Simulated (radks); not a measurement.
The cerium ion Ce2+ inside a hard spherical wall (all orbitals vanish at R), configuration held at [Xe] 4f2 and not refilled when levels cross. Calculated with a radial shooting solver on a logarithmic mesh with Libxc functionals: scalar-relativistic Kohn-Sham, LDA (Slater exchange, Perdew-Wang correlation), spin-polarised, spherical densities, point nucleus; open shells are filled with parallel spins first (spin-orbit coupling, left out, can overturn this in heavy ions). Eigenvalues in eV for spin up, with the zero of energy where the potential of the charges vanishes at infinity; a dash marks a level that is unbound or too diffuse for the functional's potential to be trusted. A positive occupied level is held by the wall or, in an anion where self-interaction has pushed it up, behind a barrier. The pressure on the wall is -dE/dV.

R (bohr)  E (hartree)  kinetic (hartree)    e(4d)    e(5s)    e(5p)  e(5d, empty)    e(4f)  e(6s, empty)  pressure (GPa)
free       -8853.3167           9381.708  -117.06  -50.625  -33.690       -13.682  -13.676       -13.061               0
6          -8853.3156           9381.719  -116.98  -50.573  -33.641       -13.467  -13.602       -12.064           0.144
5          -8853.3073           9381.801  -116.68  -50.361  -33.433       -12.797  -13.314        -9.675            1.98
3.5        -8853.0097           9383.935  -112.56  -47.266  -29.942        -5.976   -9.360         9.685             138
2.5        -8849.9915           9398.806  -95.820  -31.247  -10.405        23.142    7.402        81.753            3030
2          -8841.6100           9432.201  -72.241    2.080   29.539        75.340   33.096        200.57           18000
1.5        -8805.0212           9559.705  -11.609   126.13   169.49        235.44   102.20        539.19          155000
